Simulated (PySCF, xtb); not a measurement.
B(Et)(OH)(NH2) (C₂H₈BNO), SMILES CCB(N)O.

Geometry: B3LYP-D3(BJ)/def2-SVP. The values are those of a single conformer.

Computed with IEF-PCM-ωB97X/def2-SVP run with PySCF.

The values are the electrostatic part of the solvation free energy, E(continuum) − E(gas) at the gas-phase geometry, in a cavity of scaled van der Waals radii (PySCF's table); cavitation and dispersion terms are not included. In vacuum the orbital gap is 13.66 eV. The dipole moment in vacuum is 2.77 D.

Computed values in water (ε = 78.36), acetonitrile (ε = 35.69), chlorobenzene (ε = 5.70):
```csv
solvent,ε,ΔG(elec) (kcal/mol),dipole (D),gap (eV)
water,78.36,-6.4,3.41,13.76
acetonitrile,35.69,-6.3,3.39,13.76
chlorobenzene,5.70,-4.8,3.25,13.77
```

For comparison, GFN2-xTB/ALPB(water) (xtb, at the GFN2-xTB geometry, all terms of that model) gives -6.2 kcal/mol.
